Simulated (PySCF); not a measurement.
Radial density of Ne²⁺ (neon, charge +2)

PW91, [He] 2s1 2p5, 2s spin antiparallel (an excited configuration). Computed with PySCF 2.14 in aug-cc-pCVTZ-DK (7s6p4d2f, 59 functions), with scalar relativity by spin-free X2C-1e.

```json
{"r (bohr)": "0.00290", "4πr²ρ (e/bohr)": "0.06564", "4πr²(ρα − ρβ)": "-0.0022"}
{"r (bohr)": "0.00488", "4πr²ρ (e/bohr)": "0.1767", "4πr²(ρα − ρβ)": "-0.0058"}
{"r (bohr)": "0.00821", "4πr²ρ (e/bohr)": "0.4562", "4πr²(ρα − ρβ)": "-0.0150"}
{"r (bohr)": "0.0138", "4πr²ρ (e/bohr)": "1.137", "4πr²(ρα − ρβ)": "-0.0371"}
{"r (bohr)": "0.0232", "4πr²ρ (e/bohr)": "2.637", "4πr²(ρα − ρβ)": "-0.0852"}
{"r (bohr)": "0.0391", "4πr²ρ (e/bohr)": "5.411", "4πr²(ρα − ρβ)": "-0.1693"}
{"r (bohr)": "0.0657", "4πr²ρ (e/bohr)": "9.002", "4πr²(ρα − ρβ)": "-0.2516"}
{"r (bohr)": "0.111", "4πr²ρ (e/bohr)": "10.71", "4πr²(ρα − ρβ)": "-0.1709"}
{"r (bohr)": "0.186", "4πr²ρ (e/bohr)": "7.955", "4πr²(ρα − ρβ)": "0.2189"}
{"r (bohr)": "0.313", "4πr²ρ (e/bohr)": "5.340", "4πr²(ρα − ρβ)": "0.4711"}
{"r (bohr)": "0.526", "4πr²ρ (e/bohr)": "6.710", "4πr²(ρα − ρβ)": "-0.0087"}
{"r (bohr)": "0.885", "4πr²ρ (e/bohr)": "5.205", "4πr²(ρα − ρβ)": "-0.1969"}
{"r (bohr)": "1.49", "4πr²ρ (e/bohr)": "1.265", "4πr²(ρα − ρβ)": "0.0162"}
{"r (bohr)": "2.50", "4πr²ρ (e/bohr)": "0.06209", "4πr²(ρα − ρβ)": "0.0064"}
```

Densities and radii are taken from the X2C orbitals without a picture-change correction, which distorts them close to the nucleus.

With the s spin flipped the determinant is a mixture of two multiplicities, not a spectroscopic state.
